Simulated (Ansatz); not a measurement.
CHAlFNO (SMILES O=C=[N][AlH][F]), singlet, geometry from GFN2-xTB (such geometries of metal compounds can be far from the true shape), atoms displaced at random by about 0.08 Å a coordinate; B3LYP/6-31G, gradient (Ansatz, a first-principles code).

Here is a job for Ansatz.
Ansatz 0.2 input:
```yaml
crystal:
  periodic: [false, false, false]
  atoms:
    - {symbol: Al, position_ang: [-0.10366693, -0.62108084, -1.04576215]}
    - {symbol: F, position_ang: [-1.61339244, -0.75288639, -1.51295611]}
    - {symbol: H, position_ang: [0.81385030, -1.14501869, -2.00208038]}
    - {symbol: N, position_ang: [0.35060320, 0.17205900, 0.36345270]}
    - {symbol: C, position_ang: [0.69706342, 0.73577111, 1.34639364]}
    - {symbol: O, position_ang: [1.16601621, 1.32648909, 2.38576548]}
basis:
  gaussian:
    orbitals: 6-31G
hamiltonian:
  xc: b3lyp
output: {forces: true}
```

**Question.** What does Ansatz print? Leave out banner, timings and long lists.

**Answer.** 
```
Functional definition: B3LYP
584 factors; integrals over basis functions are off by at most 1.8e-4 eV
mean field evaluation 1: about -13895.0168 eV, gradient 6.9e1 eV
mean field evaluation 2: about -13880.2107 eV, gradient 1.1e2 eV
mean field evaluation 4: about -13903.1999 eV, gradient 9.4e0 eV
mean field evaluation 8: about -13903.4611 eV, gradient 4.4e-1 eV
mean field evaluation 16: about -13903.4616 eV, gradient 3.0e-5 eV
mean field -13903.46156801 eV, -510.9427885197 hartree, gradient 3.0e-5 eV, S^2 0.000000; 0 other end points of the search recorded, 0 dependent functions left out
the calculation of the forces begins
reference -13903.46180522 eV, -510.9427972371 hartree; 22, 22 occupied and 29, 29 virtual orbitals, 584 factors
Total energy: -13903.46180522 eV, -510.9427972371 hartree
Atom 0 at    -0.103667    -0.621081    -1.045762 Å, force     1.339856    -0.108388    -0.026476 eV/Å
Atom 1 at    -1.613392    -0.752886    -1.512956 Å, force    -4.258197    -0.287086    -0.985795 eV/Å
Atom 2 at     0.813850    -1.145019    -2.002080 Å, force     2.074196    -1.091731    -1.771867 eV/Å
Atom 3 at     0.350603     0.172059     0.363453 Å, force     0.080315     0.498607     1.022647 eV/Å
Atom 4 at     0.697063     0.735771     1.346394 Å, force     2.957870     3.486276     6.179485 eV/Å
Atom 5 at     1.166016     1.326489     2.385765 Å, force    -2.194041    -2.497677    -4.417995 eV/Å
Dipole moment:     0.140784    -0.221477    -0.261558 e Å
```
